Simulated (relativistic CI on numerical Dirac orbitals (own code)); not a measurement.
Computed by Dirac-Coulomb-Breit CI, separate exchange-only KLI orbitals for each configuration, model QED (radiative potential, 1s self-energy scaled to tabulated hydrogen-like ionisation energies), unscaled Slater integrals (own radial code, finite nucleus).

CI space (outside the closed core 1s2): 2s2.2p4, 2s.2p5, 2p6, 2p5.3s, 2p5.3p, 2p5.3d, 2s2.2p3.3s, 2s2.2p3.3p, 2s2.2p3.3d, 2s.2p4.3s, 2s.2p4.3p, 2s.2p4.3d, 2s2.2p3.4s, 2s2.2p3.4p, 2s2.2p3.4d, 2s2.2p3.4f, 2s.2p4.4s, 2s.2p4.4p, 2s.2p4.4d, 2s.2p4.4f, 2s2.2p2.3s2, 2s2.2p3.5s, 2s2.2p2.3s.3p, 2s2.2p3.5p, 2s2.2p3.5d, 2s2.2p3.5f, 2s2.2p3.5g, 2s2.2p2.3p2, 2s2.2p2.3s.3d, 2s2.2p2.3p.3d, 2s.2p3.3s2, 2s2.2p2.3d2, 2s.2p3.3s.3p, 2s.2p3.3p2, 2s.2p4.5s, 2s.2p3.3s.3d. Levels of other configurations are missing.

At this charge energies of transitions that change n are usually good to better than 1 %, and those within a shell (Δn = 0) to a few per cent.

Outline of the computed level scheme of Nb XXXIV. Lowest level of each configuration: 2s2.2p4 3P_2 at 0.00 eV; 2s.2p5 3P°_2 at 279.35 eV; 2p6 1S_0 at 622.37 eV; 2s2.2p3.3s 3P°_2 at 2423.96 eV; 2s2.2p3.3p 5P_1 at 2477.19 eV; 2s2.2p3.3d 3D°_2 at 2565.71 eV.

Some strong electric-dipole decays among the lowest 45 levels: 2s2.2p3.3d 3D°_3 → 2s2.2p4 3P_2 (1.4e+14 s⁻¹); 2s2.2p3.3d 3D°_1 → 2s2.2p4 1S_0 (9.0e+13 s⁻¹); 2s2.2p3.3d 3D°_2 → 2s2.2p4 3P_2 (6.1e+13 s⁻¹); 2s2.2p3.3d 5D°_1 → 2s2.2p4 3P_2 (1.8e+13 s⁻¹); 2s2.2p3.3s 1D°_2 → 2s2.2p4 1D_2 (1.5e+13 s⁻¹); 2s2.2p3.3s 3S°_1 → 2s2.2p4 3P_2 (1.4e+13 s⁻¹); 2s2.2p3.3s 3S°_1 → 2s2.2p4 3P_1 (1.4e+13 s⁻¹); 2s2.2p3.3s 3D°_3 → 2s2.2p4 3P_2 (9.4e+12 s⁻¹).

LS names give the leading component of a level, which can be under half, so a name can repeat, a term be missing and a line seem to break the LS rules.
